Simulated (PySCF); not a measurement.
# r2SCANh on Tl (thallium, neutral)

Configuration: [Xe] 4f14 5d10 6s2 6p1, 2P determinant. Computed with PySCF 2.14 in aug-cc-pVQZ-DK3 (10s9p7d4f2g, 118 functions), with the spin-free X2C one-electron Hamiltonian (Gaussian nucleus).

```
Total energy                                                  : -20247.54 hartree
One-electron energy                                           : -27721.98 hartree
Hartree (Coulomb) energy                                      : 7861.65 hartree
Exchange-correlation energy                                   : -387.20 hartree
⟨S²⟩                                                          : 0.7542
⟨L²⟩                                                          : 2.013
Sum of ⟨r⟩                                                    : 48.19 bohr
Sum of ⟨r²⟩                                                   : 69.79 bohr²
Traceless quadrupole moment −½Σ⟨3z² − r²⟩ along its main axis : -6.73 e·bohr²
Langevin diamagnetic susceptibility                           : -55.3 ×10⁻⁶ cm³/mol
Time after the integrals                                      : roughly 16 core-seconds
```

```
shell  electrons  mean orbital energy (hartree)  spread (hartree)  rms radius, mean of both spins (bohr)
 1s α          1                    -3138.53703                 0                                 0.0184
 1s β          1                    -3138.53667                 0                                 0.0184
 2s β          1                     -560.29955                 0                                 0.0743
 2s α          1                     -560.29943                 0                                 0.0743
 2p α          3                     -484.31603           0.00040                                 0.0684
 2p β          3                     -484.31592           0.00083                                 0.0684
 3s α          1                     -134.40631                 0                                  0.189
 3s β          1                     -134.40621                 0                                  0.189
 3p α          3                     -112.28433           0.00158                                  0.192
 3p β          3                     -112.28415           0.00209                                  0.192
 3d α          5                      -88.20449           0.00146                                  0.176
 3d β          5                      -88.20440           0.00183                                  0.176
 4s α          1                      -30.35491                 0                                  0.416
 4s β          1                      -30.35465                 0                                  0.416
 4p α          3                      -23.01706           0.00367                                  0.444
 4p β          3                      -23.01675           0.00463                                  0.444
 4d α          5                      -14.06926           0.00384                                  0.473
 4d β          5                      -14.06899           0.00467                                  0.473
 5s α          1                       -4.95989                 0                                  0.936
 5s β          1                       -4.95914                 0                                  0.936
 4f α          7                       -4.30986           0.00423                                  0.510
 4f β          7                       -4.30953           0.00523                                  0.510
 5p α          3                       -2.93934           0.00940                                   1.07
 5p β          3                       -2.93913           0.01115                                   1.07
 5d α          5                       -0.61407           0.01134                                   1.51
 5d β          5                       -0.61199           0.01524                                   1.51
 6s α          1                       -0.37941                 0                                   2.65
 6s β          1                       -0.35659                 0                                   2.65
 6p α          1                       -0.11671                 0                                   4.04
```

Spin-orbit coupling, absent here, splits the open shell strongly.

Densities and radii are taken from the X2C orbitals without a picture-change correction, which distorts them close to the nucleus.
